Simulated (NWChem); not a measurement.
GeH2Cl2 (dichlorogermane): entropy by statistical mechanics

A singlet with charge 0, relaxed at B3LYP/def2-SVP (NWChem 7.3.0):

```xyz
5

Cl    1.7637    0.0000   -0.6583
Ge    0.0000    0.0000    0.6021
Cl   -1.7637    0.0000   -0.6583
H     0.0000   -1.2960    1.4233
H     0.0000    1.2960    1.4233
```

Harmonic wavenumbers in cm⁻¹: 147, 414, 431, 517, 651, 796, 855, 2160, 2177.

Masses in u: Cl 35.45, Ge 72.63, H 1.008. Take T = 298.15 K, p = 1 bar, R = 8.3145 J/(mol K), kT/hc = 207.22 cm⁻¹, rigid rotor and harmonic oscillator.

Question: Work out S° at 298 K.

Answer: 
1. Translation (Sackur–Tetrode): S = R[3/2 ln M + 5/2 ln T − 1.1517] with M = 145.546 gives 171.0 J/(mol K).
2. Rotation: principal moments 64.525, 223.930, 281.683 u Å² give A, B, C = 0.2613, 0.0753, 0.0598 cm⁻¹; the symmetry number is σ = 2; q = (√π/σ)√((kT/hc)³/ABC) = 77068; S = R(ln q + 3/2) = 106.0.
3. Vibration: with u = ν̃/207.22, each mode gives R[u/(eᵘ − 1) − ln(1 − e⁻ᵘ)]; the sum is 24.5, most from 147 cm⁻¹ (11.3), 414 cm⁻¹ (3.8), 431 cm⁻¹ (3.6).
4. Spin: R ln 1 = 0.0.
5. Sum: 171.0 + 106.0 + 24.5 + 0.0 = 301.5 J/(mol K).

No measured value is set beside it here.
